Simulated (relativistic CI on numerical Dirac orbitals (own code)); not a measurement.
**Transition arrays of Ce XVI**

Calculated at this level of theory: Dirac-Coulomb-Breit CI, KLI orbitals optimised for each configuration, model QED (radiative potential, 1s self-energy scaled to tabulated hydrogen-like ionisation energies), valence Slater integrals scaled by 0.9, whole transition arrays (own radial code, finite nucleus).

CI space (outside the closed core [Ar] 3d10 4s2): 4p⁶4d⁷, 4p⁶4d⁶4f, 4p⁵4d⁸, 4p⁶4d⁶5p, 4p⁶4d⁶5f. Levels of other configurations are missing.

All E1 lines from the levels of 4p⁶4d⁷; mean and standard deviation are weighted by gf, and upper levels are sorted by their leading configuration.

```tsv
Upper configuration	Lines	Σgf	Mean (eV)	Mean (nm)	σ (eV)	Strongest line (nm)
4p⁶4d⁶4f	3009	1003.4	143.16	8.661	3.23	8.602
4p⁵4d⁸	270	11.5	125.23	9.900	22.38	8.526
4p⁶4d⁶5p	1730	123.2	151.41	8.189	5.69	8.622
4p⁶4d⁶5f	2825	28.5	239.20	5.183	3.08	5.110
```

Σgf per state of the lower configuration in bins of 0.1 nm over the central range (centre: value): 5.15: 0.12, 5.25: 0.09, 7.85: 0.09, 7.95: 0.21, 8.05: 0.17, 8.15: 0.12, 8.25: 0.08, 8.35: 0.20, 8.45: 0.35, 8.55: 1.32, 8.65: 4.52, 8.75: 1.86, 8.85: 0.22.

How do configuration mixing and the scaling of the Slater integrals move the arrays?

Slater scale 0.9, no configuration mixing: 4p⁶4d⁶4f 138.8 ± 5.4 eV (Σgf 779.4), 4p⁵4d⁸ 120.7 ± 10.4 eV (Σgf 182.6), 4p⁶4d⁶5p 155.9 ± 2.9 eV (Σgf 105.7), 4p⁶4d⁶5f 238.7 ± 3.1 eV (Σgf 51.9); Slater scale 1: 4p⁶4d⁶4f 145.8 ± 3.3 eV (Σgf 953.0), 4p⁵4d⁸ 133.4 ± 23.1 eV (Σgf 14.3), 4p⁶4d⁶5p 150.4 ± 4.5 eV (Σgf 191.7), 4p⁶4d⁶5f 239.4 ± 3.3 eV (Σgf 27.7); Slater scale 0.8: 4p⁶4d⁶4f 140.4 ± 3.1 eV (Σgf 1000.6), 4p⁵4d⁸ 133.0 ± 18.2 eV (Σgf 24.4), 4p⁶4d⁶5p 154.0 ± 4.9 eV (Σgf 92.4), 4p⁶4d⁶5f 239.1 ± 2.9 eV (Σgf 29.4). With mixing, levels are counted to their leading configuration, so an array can shrink or vanish into another, and the sums then hold other lines.
